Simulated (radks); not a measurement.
Neutral calcium inside a hard spherical wall (all orbitals vanish at R), configuration held at [Ar] 4s2 and not refilled when levels cross. Method: scalar-relativistic Kohn-Sham, PBEsol, spin-polarised, spherical densities, point nucleus; computed with a radial shooting solver on a logarithmic mesh with Libxc functionals. Eigenvalues in eV for spin up, with the zero of energy where the potential of the charges vanishes at infinity; a dash marks a level that is unbound or too diffuse for the functional's potential to be trusted. A positive occupied level is held by the wall or, in an anion where self-interaction has pushed it up, behind a barrier. The pressure on the wall is -dE/dV.

| R (bohr) | E (hartree) | kinetic (hartree) | e(2p) | e(3s) | e(3p) | e(4s) | e(3d, empty) | e(4p, empty) | pressure (GPa) |
|---|---|---|---|---|---|---|---|---|---|
| free | -679.46832 | 683.984 | -334.47 | -46.958 | -27.949 | -3.765 | -1.956 | -1.386 | 0 |
| 20 | -679.46832 | 683.984 | -334.47 | -46.958 | -27.949 | -3.765 | -1.956 | -1.386 | < 0.0001 |
| 15 | -679.46831 | 683.984 | -334.47 | -46.956 | -27.947 | -3.763 | -1.954 | -1.377 | 0.000158 |
| 8 | -679.45327 | 684.080 | -333.74 | -46.259 | -27.261 | -3.208 | -1.341 | -0.376 | 0.516 |
| 7 | -679.43012 | 684.190 | -333.07 | -45.629 | -26.642 | -2.595 | -0.774 | 0.571 | 1.69 |
| 4 | -678.76156 | 686.394 | -325.90 | -39.556 | -20.758 | 9.154 | 5.717 | 16.043 | 115 |
| 3.5 | -678.20212 | 688.155 | -321.94 | -36.684 | -17.919 | 17.550 | 9.245 | 26.048 | 298 |
| 2 | -666.60204 | 721.489 | -270.81 | -0.784 | 20.700 | 145.41 | 53.779 | 159.09 | 14700 |
| 1.5 | -641.61557 | 782.020 | -208.72 | 62.678 | 87.430 | 355.67 | 117.67 | 361.24 | 94200 |
